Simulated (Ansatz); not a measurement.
Consider the cleavage of the Si–Si bond: `[SiH3][SiH2][InH2]` + NH₃ → `N[SiH2][InH2]` + SiH₄.

Computed with Ansatz on PBE0-D4/def2-TZVP structures; ΔE is electronic, products minus reactants. CCSD(T)/CBS adds triple-zeta CCSD(T) − MP2 to the extrapolated MP2 energy (def2 sets, frozen cores). This one scheme is used for every species. DFT in def2-TZVPP. Elements past krypton have def2 core potentials. For In outer-core shells are correlated without core-valence functions, which leaves a few kJ/mol of doubt a bond. Each species was taken in one conformer, which may not be the lowest.

```
   level  ΔE (kJ/mol)
BHLYP-D4        -28.8
 ωB97M-V        -28.2
 r2SCANh        -17.7
 LC-ωPBE        -21.1
```

Problem. What does CCSD(T)/CBS give? (Best estimate.)

Solution. Computed: -20.8 kJ/mol. The listed levels differ from it by -8.0, -7.4, 3.1, -0.3 kJ/mol.

Problem. What do rigid-rotor, harmonic-oscillator terms from PBE0-D4/def2-TZVP frequencies (298.15 K, 1 bar) make of the CCSD(T)/CBS value? (Best estimate.)

Solution. The calculation gave: ΔZPE = -5.4 kJ/mol, ΔH = -28.4 kJ/mol, ΔS = -19 J/(mol·K), ΔG = -22.6 kJ/mol. Modes under 50 cm⁻¹ make the entropy rough.

Largest T1 diagnostic among the species: 0.014.

From BLYP to BHLYP (50 % exact exchange), in def2-TZVPP and without D4, ΔE moves by −9.6 kJ/mol. Leaving LDA and LC-ωPBE aside and taking each functional with its dispersion term where it has one, the values, not all of them listed here, spread over 26.0 kJ/mol, from CAM-B3LYP-D4 to PBE-D4. LDA lies −4.9 kJ/mol from PBE without D4.
